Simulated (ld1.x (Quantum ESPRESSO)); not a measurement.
What the settings do to the TM semilocal potential of copper (Cu)

Base potential:

- Element: copper
- Generator: ld1.x (Quantum ESPRESSO) 7.5
- Type: norm-conserving Troullier–Martins (semilocal form)
- Functional: PBE
- Relativity: scalar-relativistic
- Frozen core: [Ar]
- Valence charge: 11
- Reference configuration: 3d10 4s0.5 4p0.5
- Partial waves: 4s (bound): rc 2.05 bohr; 4p (bound): rc 2.50 bohr; 3d (bound): rc 1.25 bohr
- Local potential: the d channel
- Core correction: none

Cutoffs, loose and tight: the cutoffs (Ry, on a coarse ladder) from which the occupation-weighted sum of valence levels, in a spherical-Bessel basis at the reference potential, stays within 10 and 1 mRy of its value at 400 Ry. They do not see the model core or the augmentation charge, which bear on the density cutoff. Test errors are all-electron minus pseudo excitation energies from the reference, over the configurations 3d10 4s1 4p0; 3d10 4s0 4p0; 3d9 4s0 4p0; 3d7 4s0 4p0; 3d9 4s1 4p1; 3d9 4s2 4p0; 3d10 4s0.5 4p0. A dash means not determined; rows that change the core or the reference have their own tests.

A semilocal file is local in each channel, so a ghost entry of none says nothing of the separable form that plane-wave codes build from it.

```tsv
change	outcome	cutoff, loose	cutoff, tight	bound ghosts	largest test error (meV)
base	generated	160 Ry	300 Ry	none	-1129
all radii scaled by about 0.76 (s 1.56, p 1.90, d 0.96 bohr)	generated	230 Ry	over 300 Ry	none	-934
all radii scaled by about 0.94 (s 1.94, p 2.36, d 1.18 bohr)	generated	180 Ry	300 Ry	none	-1045
all radii scaled by about 1.21 (s 2.48, p 3.02, d 1.52 bohr)	generated	120 Ry	230 Ry	none	-1354
all radii scaled by about 1.30 (s 2.66, p 3.26, d 1.62 bohr)	generated	110 Ry	200 Ry	none	-1407
```

(1) What comes out with this change to the base: all radii scaled by about 1.35 (s 2.78, p 3.38, d 1.68 bohr)?

(2) What comes out with this change to the base: all radii scaled by about 0.87 (s 1.78, p 2.18, d 1.08 bohr)?

(3) What comes out with this change to the base: all radii scaled by about 1.10 (s 2.26, p 2.76, d 1.38 bohr)?

## Answers

(1) outcome: generated; cutoff, loose: 110 Ry; cutoff, tight: 180 Ry; bound ghosts: none; largest test error (meV): -1433.

(2) outcome: generated; cutoff, loose: 200 Ry; cutoff, tight: over 300 Ry; bound ghosts: none; largest test error (meV): -978.

(3) outcome: generated; cutoff, loose: 140 Ry; cutoff, tight: 230 Ry; bound ghosts: none; largest test error (meV): -1255.

Reading the sweep of the scale of all radii (base = 1) (base included, trends over the rows without a ghost): The loose cutoff falls from 230 Ry at 0.76 to 110 Ry at 1.35. A larger radius leaves more room for a smooth pseudo-wave, so fewer plane waves are needed; a smaller one forces it to follow the all-electron wave where it bends sharply. The median size of the test errors (rows with all tests solved) is not monotonic: lowest 10.5 meV at 1.1, highest 43.4 meV at 1.3.
